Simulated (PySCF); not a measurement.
**Correlation energy of Mo+ (molybdenum, charge +1)**

[Kr] 4d5, high-spin 6S determinant. All numbers are calculated (PySCF 2.14, the spin-free X2C one-electron Hamiltonian (Gaussian nucleus), in x2c-TZVPPall (8s6p6d2f1g, 79 functions)). Frozen: [Ar] 3d10; 13 electrons correlated.

```
  level  correlation energy (mhartree)
   CCSD                        -337.40
    (T)                          -8.30
CCSD(T)                        -345.70
```

Diagnostics: T1 = 0.0040, D1 = 0.0069, largest double amplitude 0.025.

Is a single reference adequate?

Yes, within this model without spin-orbit coupling: T1 lies below 0.03 and no double amplitude reaches 0.07.

This basis was not built for core-valence correlation, so the inner-shell part is incomplete.
